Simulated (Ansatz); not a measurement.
Computed with Ansatz on PBE0-D4/def2-TZVP structures; ΔE is electronic, products minus reactants. CBS: MP2 limit from def2 TZ/QZ plus the TZ coupled-cluster correction, frozen cores. This one scheme is used for every species. Functionals use def2-TZVPP. B3LYP here is the variant with VWN-RPA as its local correlation; programs differ in this. One conformer a species, not always the lowest.

Reaction (ligand exchange at the Si–F bond): `C[SiH2]S[SiH2]F` + HCl → `C[SiH2]S[SiH2]Cl` + H–F

```json
{"level": "B3LYP-D4", "ΔE (kJ/mol)": "43.9", "difference from CCSD(T)/CBS": "5.4"}
{"level": "r2SCANh-D4", "ΔE (kJ/mol)": "41.6", "difference from CCSD(T)/CBS": "3.1"}
{"level": "ωB97X-V", "ΔE (kJ/mol)": "43.8", "difference from CCSD(T)/CBS": "5.3"}
{"level": "PBE", "ΔE (kJ/mol)": "38.0", "difference from CCSD(T)/CBS": "-0.5"}
{"level": "r2SCAN", "ΔE (kJ/mol)": "43.5", "difference from CCSD(T)/CBS": "5.0"}
{"level": "HF/def2-SVP", "ΔE (kJ/mol)": "46.3", "difference from CCSD(T)/CBS": "7.8"}
{"level": "CCSD/def2-SVP", "ΔE (kJ/mol)": "45.6", "difference from CCSD(T)/CBS": "7.1"}
{"level": "CCSD(T)/def2-SVP", "ΔE (kJ/mol)": "44.8", "difference from CCSD(T)/CBS": "6.3"}
{"level": "SCS-MP2/def2-QZVPP", "ΔE (kJ/mol)": "41.1", "difference from CCSD(T)/CBS": "2.6"}
{"level": "CCSD/CBS(def2)", "ΔE (kJ/mol)": "40.9", "difference from CCSD(T)/CBS": "2.4"}
{"level": "CCSD(T)/CBS", "ΔE (kJ/mol)": "38.5", "difference from CCSD(T)/CBS": "0"}
```

Largest T1 diagnostic among the species: 0.011.

At CCSD(T), def2-SVP lies +6.3 kJ/mol from the extrapolated value and def2-TZVPP +4.4 kJ/mol. The D4 term adds −5.8 kJ/mol with B3LYP and −3.0 kJ/mol with PBE0; it sums over pairs of atoms, weighted by their polarisabilities, and B3LYP, whose exchange is more repulsive, gets the larger term. Leaving LDA and LC-ωPBE aside and taking each functional with its dispersion term where it has one, the values, not all of them listed here, spread over 19.1 kJ/mol, from revPBE-D4 to CAM-B3LYP-D4.

CCSD(T)/CBS has its own doubt, a few kJ/mol and more with outer-core shells, so smaller differences from it don't rank the levels.
